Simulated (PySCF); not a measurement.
IS(OH) (singlet). All numbers come from PBE0/[I def2-TZVP with ECP28, S def2-TZVP, O def2-TZVP, H def2-TZVP], scalar-relativistic core potentials, density fitting, no spin–orbit coupling, PySCF.

Harmonic bands of its minimum:

```
ω (cm⁻¹)  IR (km/mol)
     163          1.0
     303         95.5
     460         23.6
     551         97.7
    1036         54.8
    3813          106
```

**Question.** The central atom is I. Infer the point group and assign the bands.

**Answer.** C1. The modes span 6a: 163 a, 303 a, 460 a, 551 a, 1036 a, 3813 a. The computed geometry has I–O 1.986 Å, I–S 2.240 Å, O–H 0.966 Å; H–O–I 106.7°, O–I–S 108.3°.

This need not be the most stable arrangement of these atoms.
